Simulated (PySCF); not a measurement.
BH2N, SMILES B=N. Coordinates come from a PBE0-D3(BJ)/def2-TZVPD optimisation.

TDA-CAM-B3LYP/def2-TZVPD in PySCF puts the lowest singlet excitations at 7.01, 7.19, 7.19, 7.75, 7.75, 8.78 eV.

Task: What are the lowest excitation roots from ADC(2)/aug-cc-pVDZ run with PySCF 2.14.0? (The exact figures need the calculation; the answer reports its results.)

Result: 7.27, 7.41, 7.41, 7.65, 7.65, 8.66 eV. S1 differs by 0.27 eV (second minus first; roots are paired by order, and the bases may differ).
